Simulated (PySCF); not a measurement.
# ECD: `CN[C@@H]1[C@H]2C[C@H](F)[C@H]21`, C₆H₁₀FN

Molfile (atoms numbered from 1):
```
C6H10FN
     RDKit          3D

 18 19  0  0  0  0  0  0  0  0999 V2000
   -2.6276    0.2038   -0.4752 C   0  0  0  0  0  0  0  0  0  0  0  0
   -1.5736    0.7609    0.3505 N   0  0  0  0  0  0  0  0  0  0  0  0
   -0.3861   -0.0369    0.3533 C   0  0  2  0  0  0  0  0  0  0  0  0
    0.8856    0.6530    0.7423 C   0  0  1  0  0  0  0  0  0  0  0  0
    2.0153   -0.3692    0.8071 C   0  0  0  0  0  0  0  0  0  0  0  0
    1.7328   -0.7435   -0.6612 C   0  0  2  0  0  0  0  0  0  0  0  0
    2.7919   -0.4590   -1.4880 F   0  0  0  0  0  0  0  0  0  0  0  0
    0.6280    0.3018   -0.7042 C   0  0  1  0  0  0  0  0  0  0  0  0
   -2.9337   -0.8076   -0.1679 H   0  0  0  0  0  0  0  0  0  0  0  0
   -2.2736    0.1555   -1.5045 H   0  0  0  0  0  0  0  0  0  0  0  0
   -3.4933    0.8615   -0.4326 H   0  0  0  0  0  0  0  0  0  0  0  0
   -1.9091    0.8907    1.3008 H   0  0  0  0  0  0  0  0  0  0  0  0
   -0.5062   -1.0935    0.6220 H   0  0  0  0  0  0  0  0  0  0  0  0
    0.8881    1.6170    1.2205 H   0  0  0  0  0  0  0  0  0  0  0  0
    2.9985    0.0838    0.9079 H   0  0  0  0  0  0  0  0  0  0  0  0
    1.8999   -1.1694    1.5378 H   0  0  0  0  0  0  0  0  0  0  0  0
    1.4453   -1.7790   -0.8765 H   0  0  0  0  0  0  0  0  0  0  0  0
    0.4089    0.9365   -1.5437 H   0  0  0  0  0  0  0  0  0  0  0  0
  1  2  1  0
  2  3  1  0
  3  4  1  0
  4  5  1  0
  5  6  1  0
  6  7  1  0
  6  8  1  0
  8  3  1  0
  8  4  1  0
  1  9  1  0
  1 10  1  0
  1 11  1  0
  2 12  1  0
  3 13  1  1
  4 14  1  6
  5 15  1  0
  5 16  1  0
  6 17  1  1
  8 18  1  6
M  END
```

Method: PySCF 2.14.0, TDDFT CAM-B3LYP/def2-SVPD circular dichroism and optical rotation, one conformer, gas phase. Geometry: GFN2-xTB.

The molecule is flexible and this is one conformer; a measurement averages over conformers. States above about 8.2 eV lie in this functional's continuum (it starts at minus the energy of the highest occupied orbital, well below the true ionisation energy for most functionals) and depend on the basis. Singlets 10 and 11 lie within 0.01 eV of each other, so their separate moments and overlaps can depend on how they mix.

**Question.** What are the CIP labels of the stereocentres?

**Answer.** C3 R, C4 S, C6 S, C8 R.

**Question.** Which excitations and rotatory strengths does the calculation give?

**Answer.** Rotatory strengths R in 10⁻⁴⁰ esu² cm², velocity form and length form (origin at the centre of mass); f in length form.
| state | E (eV) | λ (nm) | f | R (velocity) | R (length) | main |
| --- | --- | --- | --- | --- | --- | --- |
| 1 | 6.30 | 197 | 0.005 | -5.3 | -4.9 | HOMO→LUMO 0.78 |
| 2 | 7.05 | 176 | 0.020 | -7.2 | -9.5 | HOMO→LUMO+1 0.75, HOMO→LUMO+4 0.08 |
| 3 | 7.34 | 169 | 0.070 | +13.3 | +13.6 | HOMO→LUMO+3 0.64, HOMO→LUMO+2 0.23 |
| 4 | 7.63 | 163 | 0.019 | -11.4 | -11.5 | HOMO→LUMO+2 0.18, HOMO→LUMO+5 0.18 |
| 5 | 7.79 | 159 | 0.016 | +51.7 | +52.9 | HOMO→LUMO+4 0.32, HOMO→LUMO+2 0.22 |
| 6 | 7.95 | 156 | 0.023 | +9.5 | +7.9 | HOMO→LUMO+5 0.54, HOMO−1→LUMO+1 0.21 |
| 7 | 8.04 | 154 | 0.007 | +2.7 | +1.3 | HOMO−1→LUMO 0.53, HOMO−1→LUMO+3 0.11 |
| 8 | 8.25 | 150 | 0.015 | +6.6 | +6.3 | HOMO−1→LUMO+1 0.32, HOMO−1→LUMO+3 0.18 |
| 9 | 8.31 | 149 | 0.009 | -20.7 | -20.2 | HOMO−2→LUMO 0.58, HOMO−1→LUMO+1 0.11 |
| 10 | 8.45 | 147 | 0.004 | -0.1 | +0.2 | HOMO−1→LUMO+3 0.52, HOMO−1→LUMO 0.11 |
| 11 | 8.46 | 147 | 0.002 | -8.3 | -8.2 | HOMO−1→LUMO+2 0.35, HOMO→LUMO+6 0.20 |
| 12 | 8.58 | 144 | 0.009 | +24.7 | +23.4 | HOMO−2→LUMO+1 0.65 |
| 13 | 8.69 | 143 | 0.031 | -16.6 | -16.7 | HOMO−1→LUMO+4 0.24, HOMO→LUMO+7 0.21 |
| 14 | 8.73 | 142 | 0.019 | -14.4 | -13.8 | HOMO→LUMO+6 0.37, HOMO−1→LUMO+2 0.15 |
| 15 | 8.91 | 139 | 0.017 | +15.7 | +15.7 | HOMO−2→LUMO+3 0.69 |
| 16 | 8.95 | 139 | 0.002 | -2.3 | -2.1 | HOMO−2→LUMO+2 0.52, HOMO−2→LUMO+1 0.08 |

For state 10 the two forms differ in sign, so the sign of R isn't settled.

Among the states computed, the strongest CD band (largest |R|) is state 5. The largest dissymmetry factor in size, g = 4R/(D+G), with D and G the electric and magnetic dipole strengths, is -0.059 for state 11 (velocity form, f = 0.002), among bands with |R| over 0.5. The mirror image has the same energies and oscillator strengths and all R with the opposite sign.
